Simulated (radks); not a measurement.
Spherical quantum dot in the effective-mass picture: electrons in a parabolic well V = omega^2 r^2 / 2 with omega = 0.237, with a point charge +2 (a donor) at the centre, all in effective atomic units (hartree* = m*/eps^2 hartree, bohr* = eps/m* bohr), one dielectric constant everywhere. Method: non-relativistic Kohn-Sham, r2SCAN, spin-polarised, spherical densities, generalised Kohn-Sham scheme; computed with a radial shooting solver with Libxc functionals. Levels are named by radial order and angular momentum (1s, 1p, 1d, 2s, ...), and open shells are averaged over m. Results are scaled to m* = 0.572 and eps = 9.4, for which hartree* = 176.2 meV and bohr* = 0.8696 nm. Each electron was tried in the lowest free levels, single moves between levels near the top were tried too, and the lowest total energy was kept; such a search can miss a lower state. At N = 1 the Hartree and exchange-correlation terms need not cancel, so that row can carry a self-interaction error.

N	open shells	2S	E (meV)	mu = E(N) - E(N-1) (meV)	addition energy mu(N+1) - mu(N) (meV)	rms radius (nm)
1	1s(up 1, down 0)	1	-348.637	-348.64	197.0	0.7451
2	none	0	-500.288	-151.65	246.6	0.9133
3	2s(up 1, down 0)	1	-405.314	94.975	42.60	1.831
4	1p(up 1, down 0) 2s(up 1, down 0)	2	-267.736	137.58	41.22	2.179
5	1p(up 2, down 0) 2s(up 1, down 0)	3	-88.9404	178.80	39.93	2.435
6	1p(up 3, down 0) 2s(up 1, down 0)	4	129.787	218.73	47.49	2.648
7	1p(up 3, down 0)	3	396.007	266.22	39.06	2.870
8	1p(up 3, down 1)	2	701.289	305.28	31.78	3.046
9	1p(up 3, down 2)	1	1038.35	337.06	31.70	3.203
10	none	0	1407.12	368.77	55.62	3.346
11	1d(up 1, down 0)	1	1831.50	424.38	27.73	3.509
12	1d(up 2, down 0)	2	2283.62	452.11	27.59	3.655
13	1d(up 3, down 0)	3	2763.32	479.70	27.27	3.787
14	1d(up 4, down 0)	4	3270.28	506.97	26.88	3.908
15	1d(up 5, down 0)	5	3804.14	533.85	35.81	4.021
16	1d(up 5, down 1)	4	4373.80	569.67	24.56	4.131
17	1d(up 5, down 2)	3	4968.03	594.23	24.62	4.233
18	1d(up 5, down 3)	2	5586.87	618.85	24.53	4.330
19	1d(up 5, down 4)	1	6230.25	643.37	24.34	4.422
20	none	0	6897.97	667.72	43.65	4.510
21	1f(up 1, down 0)	1	7609.33	711.37	22.66	4.604
22	1f(up 2, down 0)	2	8343.36	734.03	22.56	4.693
23	1f(up 3, down 0)	3	9099.95	756.59	22.41	4.777
24	1f(up 4, down 0)	4	9878.95	779.00	22.24	4.858
25	1f(up 5, down 0)	5	10680.2	801.24	22.06	4.936
26	1f(up 6, down 0)	6	11503.5	823.31	21.87	5.011
27	1f(up 7, down 0)	7	12348.7	845.18	24.24	5.083
28	1f(up 7, down 0) 3s(up 1, down 0)	8	13218.1	869.42	-	5.155

All shells are closed at N = 2, 10, 20 (there: 1s2 1p6 1d10 2s2); the second difference of the energy has clear peaks (12 % above both neighbours; the first and last values, which can be the largest, are not judged, and half-filled shells can peak too) at N = 2, 6, 10, 15, 20.
